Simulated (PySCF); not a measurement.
NbO2, SMILES [O]=[Nb]=[O] (connectivity only; charge and spin as stated), neutral, multiplicity 2. The structure is a stationary point at PBE-D3(BJ)/def2-TZVP. The multiplicity is an assumed one; other spin states were not compared. The def2 effective core potentials stand for the cores of Nb; spin–orbit coupling is left out.

All values below come from PBE-D3(BJ)/def2-TZVP (PySCF 2.14.0).

Harmonic wavenumbers (cm⁻¹): 352, 935, 983. Rotational constants (GHz): 19.02, 8.565, 5.906; symmetry number 2.

Question: Work out the zero-point energy and the ideal-gas rigid-rotor harmonic-oscillator thermochemistry at 298.15 K and 1 atm.

Answer: ZPE = ½ Σ hcν = ½ × 2271 cm⁻¹ = 3.25 kcal/mol. H − E(el) = 5.90 kcal/mol. Entropy in cal/(mol K): translation 40.38, rotation 21.95, vibration 1.38, spin 1.38, total 65.09. G − E(el) = -13.51 kcal/mol. Cp = 10.37 cal/(mol K).
